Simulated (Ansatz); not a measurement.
Cartesian coordinates (Å):
SMILES: [SiH3]B([SiH3])Cl
```xyz
10

Si    -1.7723    -0.0810     0.1990
B      0.0883     0.7028     0.2909
Si     1.7192    -0.3003    -0.3585
Cl     0.3014     2.3138     0.9553
H     -1.9078    -1.0038     1.3763
H     -1.9417    -0.9119    -1.0363
H     -2.8625     0.9416     0.2653
H      2.9912     0.1458     0.2912
H      1.5578    -1.7783    -0.1773
H      1.8208    -0.0396    -1.8344
```
Charge 0, multiplicity 1.

All values below come from frozen-core CCSD(T)/cc-pVTZ // PBE-D3(BJ)/def2-TZVP in Ansatz (a first-principles code).

The HF energy is -1065.60042 Ha and the MP2 correlation energy comes out as -0.53918 Ha.

Question: Estimate the CCSD correlation energy, the (T) correction, the total energy and the T1 diagnostic.

Answer: 
```yaml
CCSD correlation energy: -0.60918 Ha
"(T) correction": -0.02393 Ha
CCSD(T) total energy: -1066.23353 Ha
T1 diagnostic: 0.014
```
